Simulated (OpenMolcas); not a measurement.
# Tb3+: CASPT2 settings compared

```json
{
 "Program": "OpenMolcas 26.06",
 "Basis": "ANO-RCC-VDZP [7s6p4d2f1g]",
 "Scalar Hamiltonian": "DKH2, point nucleus",
 "Active space": "8 electrons in 7 orbitals (4f)",
 "State averaging": "2S+1 = 7 even, 7 roots; 2S+1 = 5 even, 77 roots kept (CI in the orbitals of an earlier block, 42 in the spin-orbit step); 2S+1 = 3 even, 60 roots kept (CI in the orbitals of an earlier block, 0 in the spin-orbit step); 2S+1 = 1 even, 1 root kept (CI in the orbitals of an earlier block, 0 in the spin-orbit step)",
 "Spin-orbit coupling": "state interaction with AMFI integrals over the reference wave functions, term energies averaged over their components"
}
```

Methods on the same reference wave functions:
A. CASSCF
B. SS-CASPT2, IPEA 0.6 Eh, real shift 0.3 Eh (closed shells correlated: 5s 5p)
C. SS-CASPT2, IPEA 0.35 Eh, sigma2 regulariser 0.5 Eh (closed shells correlated: none)
D. SS-CASPT2, IPEA 0 Eh, sigma2 regulariser 0.05 Eh (closed shells correlated: none)

Energies in cm-1 above 4f8 7F6, the measured ground level; measured values from Martin, Zalubas and Hagan, Atomic Energy Levels: The Rare-Earth Elements, NSRDS-NBS 60 (1978).

```tsv
Level	A	B	C	D	Measured
4f8 7F6	0.0	0.0	0.0	0.0	0.0
4f8 7F5	2288	2290	2300	2310	2052
4f8 7F4	3784	3790	3790	3790	3314
4f8 7F3	4829	4830	4830	4830	4292
4f8 7F2	5540	5540	5530	5530	4978
4f8 7F1	5982	5980	5970	5970	5432
4f8 7F0	6194	6190	6180	6180	5654
4f8 5D4	24238	23760	23060	22530	
4f8 5D3	29877	29400	28710	28190
```

Deviations, from unrounded energies. A percentage is the sum of absolute deviations over the sum of measured energies, with the sign that they share, or ± where signs differ.

| Against measurement | Levels | A | B | C | D |
| --- | --- | --- | --- | --- | --- |
| mean absolute deviation (cm-1) | 6 | 480 | 480 | 480 | 480 |
| fine structure of the ground term (%) | 6 | +11.3 | +11.2 | +11.2 | +11.2 |

A, B, C, D lie about equally close to measurement. The largest miss of C in the table is 4f8 7F2, by +550 cm-1. The ranking rests on the paired levels alone, and a cruder setting can come out closer through cancelling errors.

Among B to D the level of the table that moves most is 4f8 5D4, by 1200 cm-1 (lowest in D, highest in B). Moves below CASPT2's spread within the term are not significant.

The two smallest mean deviations differ by little beside CASPT2's spread within terms, so their order carries little weight.

The lowest spin-free term lies below A's lowest term by 0.483 hartree in B, 0.154 hartree in C, 0.162 hartree in D.

Term energies are means over components that CASPT2 splits; among the terms shown or strongly mixed into the levels shown the widest spread is 42 cm-1 (4f8 5D, B). High states are left out of the spin-orbit mixing, which shifts the levels that they would mix with. Terms from blocks run as CI alone lack orbitals of their own. The basis is small and was not contracted for so high a charge. Without dynamic correlation excited terms often stand tens of per cent too high (terms of higher spin than the ground term too low), and those without a measured partner can miss by more than the paired ones (holds for A). Computed and measured levels are paired by configuration, term and J; levels that our copy of the source lacks, or whose pairing is in doubt (as where it misses far off the trend of its configuration), stay unpaired and out of the deviations. Levels of configurations outside the active space are missing. The table leaves out levels that lie high or whose names do not pair safely across all columns.
